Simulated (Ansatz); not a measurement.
Gas-phase electronic energies from Ansatz, PBE0-D4/def2-TZVP geometries. CCSD(T)/CBS adds triple-zeta CCSD(T) − MP2 to the extrapolated MP2 energy (def2 sets, frozen cores). This one scheme is used for every species. Functionals use def2-TZVPP. B3LYP here is the variant with VWN-RPA as its local correlation; programs differ in this. Elements past krypton have def2 core potentials. For Sn outer-core shells are correlated without core-valence functions, which leaves a few kJ/mol of doubt a bond. One conformer a species, not always the lowest.

Reaction (formal exchange of groups at the Sn–C bond): `[CH3][SnH2][CH3]` + `[SiH3]Cl` → `[CH3][SnH2][SiH2]Cl` + CH₄

```json
{"level": "PBE-D4", "ΔE (kJ/mol)": "-59.9", "difference from CCSD(T)/CBS": "-13.4"}
{"level": "r2SCAN-D4", "ΔE (kJ/mol)": "-54.3", "difference from CCSD(T)/CBS": "-7.8"}
{"level": "PBE0-D4", "ΔE (kJ/mol)": "-57.7", "difference from CCSD(T)/CBS": "-11.2"}
{"level": "B3LYP-D4", "ΔE (kJ/mol)": "-53.7", "difference from CCSD(T)/CBS": "-7.2"}
{"level": "ωB97X-V", "ΔE (kJ/mol)": "-47.4", "difference from CCSD(T)/CBS": "-0.9"}
{"level": "ωB97M-V", "ΔE (kJ/mol)": "-47.1", "difference from CCSD(T)/CBS": "-0.6"}
{"level": "B2PLYP", "ΔE (kJ/mol)": "-45.9", "difference from CCSD(T)/CBS": "0.6"}
{"level": "PBE", "ΔE (kJ/mol)": "-56.7", "difference from CCSD(T)/CBS": "-10.2"}
{"level": "r2SCAN", "ΔE (kJ/mol)": "-53.3", "difference from CCSD(T)/CBS": "-6.8"}
{"level": "PBE0", "ΔE (kJ/mol)": "-54.5", "difference from CCSD(T)/CBS": "-8.0"}
{"level": "B3LYP", "ΔE (kJ/mol)": "-48.5", "difference from CCSD(T)/CBS": "-2.0"}
{"level": "HF/def2-TZVPP", "ΔE (kJ/mol)": "-39.1", "difference from CCSD(T)/CBS": "7.4"}
{"level": "MP2/def2-TZVPP", "ΔE (kJ/mol)": "-42.2", "difference from CCSD(T)/CBS": "4.3"}
{"level": "SCS-MP2/def2-TZVPP", "ΔE (kJ/mol)": "-39.2", "difference from CCSD(T)/CBS": "7.3"}
{"level": "CCSD/def2-TZVPP", "ΔE (kJ/mol)": "-42.2", "difference from CCSD(T)/CBS": "4.3"}
{"level": "CCSD(T)/def2-TZVPP", "ΔE (kJ/mol)": "-43.1", "difference from CCSD(T)/CBS": "3.4"}
{"level": "HF/def2-QZVPP", "ΔE (kJ/mol)": "-38.2", "difference from CCSD(T)/CBS": "8.3"}
{"level": "MP2/def2-QZVPP", "ΔE (kJ/mol)": "-43.9", "difference from CCSD(T)/CBS": "2.6"}
{"level": "SCS-MP2/def2-QZVPP", "ΔE (kJ/mol)": "-40.8", "difference from CCSD(T)/CBS": "5.7"}
{"level": "HF/CBS(def2)", "ΔE (kJ/mol)": "-38.1", "difference from CCSD(T)/CBS": "8.4"}
{"level": "MP2/CBS(def2)", "ΔE (kJ/mol)": "-45.6", "difference from CCSD(T)/CBS": "0.9"}
{"level": "CCSD/CBS(def2)", "ΔE (kJ/mol)": "-45.6", "difference from CCSD(T)/CBS": "0.9"}
{"level": "CCSD(T)/CBS", "ΔE (kJ/mol)": "-46.5", "difference from CCSD(T)/CBS": "0"}
```

Largest T1 diagnostic among the species: 0.011.

The D4 term adds −5.2 kJ/mol with B3LYP and −3.2 kJ/mol with PBE0; it sums over pairs of atoms, weighted by their polarisabilities, and B3LYP, whose exchange is more repulsive, gets the larger term. In def2-TZVPP, CCSD(T) changes the Hartree–Fock value by −4.0 kJ/mol (the triples alone add −0.9 kJ/mol) and MP2 by −3.1 kJ/mol.
